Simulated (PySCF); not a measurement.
# Reading the logs of faulty runs: BGeH4OSi

Calculated results; nothing here was measured. They come from PySCF 2.14.0, an open-source quantum chemistry program, on an isolated molecule that a program drew, which may never have been made. The molecule is BGeH4OSi (charge 0, doublet), drawn as the SMILES string `O=[B][GeH][SiH3]`.

Each row is a Hartree-Fock (HF) and frozen-core CCSD(T) single point in the cc-pV(D+d)Z basis, meant for a local HF minimum. Run 1 is clean. Each other run has one planted mistake out of seven kinds, and not every kind appears here: one electron removed, one electron added, multiplicity raised by two, geometry at a saddle point, minimal basis STO-3G, one bond length entered in bohr, all coordinates scaled. The reference is restricted for singlets and unrestricted otherwise, and also for a bond in bohr. Adding or removing an electron swaps singlet and doublet. Electrons count all cores. HOMO and LUMO are orbital energies over both spins, the gradient is its largest component, and the lowest frequency (negative if imaginary) is given only where the gradient is small. Bond lengths are over the 7 bonds as drawn. T1 is the CCSD diagnostic: over 0.02 (restricted) or 0.045 (unrestricted) a single reference is doubtful. Germanium has the cc-pVDZ-PP basis, with a core potential (ECP10MDF) in place of its 10 inner electrons, and its 3s, 3p and 3d shells are frozen in CCSD(T).

Geometry of the clean run:
```xyz
8
BGeH4OSi, angstrom
O    -1.4287    0.3965   -4.1476
B    -1.5148   -0.0608   -3.0548
Ge   -1.5911   -0.8737   -1.1733
Si   -0.7906    0.5500    0.5844
H    -2.9724   -1.4928   -0.9551
H    -0.7746   -0.2420    1.8324
H    -1.6672    1.7297    0.7507
H     0.5781    0.9836    0.2360
```

| run | electrons | basis functions | <S^2> | HOMO (eV) | LUMO (eV) | gradient (hartree/bohr) | lowest frequency (cm^-1) | mean bond (Å) | longest bond (Å) | T1 | HF (hartree) | CCSD(T) (hartree) | mistake |
|---|---|---|---|---|---|---|---|---|---|---|---|---|---|
| 1 | 63 | 94 | 0.759 | -9.22 | 0.05 | 3.3e-05 | 76 | 1.6575 | 2.399 | 0.0187 | -684.22751 | -684.72349 | no fault |
| 2 | 63 | 94 | 1.589 | -9.26 | -0.01 | 9.9e-03 | - | 1.8452 | 2.792 | 0.0482 | -684.11570 | -684.60183 | one bond length entered in bohr |
| 3 | 63 | 94 | 3.767 | -4.69 | -3.10 | 9.2e-02 | - | 1.6575 | 2.399 | 0.0396 | -683.99069 | -684.48596 | multiplicity raised by two |
| 4 | 62 | 94 | 0.000 | -17.62 | -7.48 | 3.4e-02 | - | 1.6575 | 2.399 | 0.0220 | -683.92089 | -684.41370 | ? |

**Which mistake was planted in run 4, and what did it cost?**

It counts 62 electrons, one fewer than the clean run, at the same geometry and basis. So the mistake is: one electron removed. Subtracting run 1 and multiplying by 627.51 kcal/mol a hartree, the energy moved by 192.4 kcal/mol in HF and 194.4 kcal/mol in CCSD(T).

Cautions from the logs. Run 2: T1 is over the limit, so its CCSD(T) energy is less reliable; run 4: T1 is over the limit, so its CCSD(T) energy is less reliable.
